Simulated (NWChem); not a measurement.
Species: Cd

Computed with NWChem. def2 effective core potentials on Cd; no spin-orbit coupling. Level: PBE0/def2-SVPD; rows give the wavelength of the field.

| field | isotropic polarisability (bohr³) | anisotropy (bohr³) |
|---|---|---|
| static | 48.6 | 0.0 |
| 1065 nm | 50.7 | 0.0 |
| 589 nm | [?] | 0.0 |

**Question.** Some entries are withheld; supply them.

**Answer.** 
- 589 nm, isotropic polarisability (bohr³): 56.3
